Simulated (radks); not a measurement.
The nuclear charge of the hafnium ion Hf+ is varied continuously with 71 electrons held in [Xe] 4f14 5d1 6s2. Method: scalar-relativistic Kohn-Sham, r2SCAN, spin-unpolarised, spherical densities, finite nucleus; meta-GGA in the generalised Kohn-Sham scheme; Fermi nuclear charge, rms radius 5.347 fm; computed with a radial shooting solver on a logarithmic mesh with Libxc functionals. By the Hellmann-Feynman theorem dE/dZ = E(electron-nucleus)/Z, the electronic potential at the nucleus (averaged over a nucleus of fixed radius). The scalar-relativistic energy here is not variational (the density holds large components alone), so the two differ by a part that grows with Z.

Z     E (hartree)  E(electron-nucleus)/Z (hartree)  HOMO  e(HOMO) (eV)  <r> HOMO (bohr)
71.5  -14818.8823                         -510.826    5d        -5.655            2.414
71.6  -14870.3881                         -511.907    5d        -6.578            2.352
71.7  -14922.0039                         -512.988    5d        -7.532            2.297
71.8  -14973.7298                         -514.069    5d        -8.516            2.247
71.9  -15025.5657                         -515.150    5d        -9.528            2.201
72    -15077.5118                         -516.231    5d       -10.566            2.159
72.1  -15129.5679                         -517.313    5d       -11.631            2.120
72.2  -15181.7342                         -518.395    5d       -12.720            2.083
72.3  -15234.0107                         -519.477    5d       -13.834            2.049
72.4  -15286.3974                         -520.559    5d       -14.971            2.017
72.5  -15338.8944                         -521.642    5d       -16.130            1.987
72.6  -15391.5017                         -522.725    6s       -17.167            2.910
72.7  -15444.2193                         -523.808    6s       -18.086            2.876
72.8  -15497.0474                         -524.892    6s       -19.019            2.844
72.9  -15549.9859                         -525.977    6s       -19.967            2.812
73    -15603.0349                         -527.062    6s       -20.929            2.782

The central difference of E at Z = 72 is -520.011 hartree, to compare with the third column; the second derivative is -11 hartree.
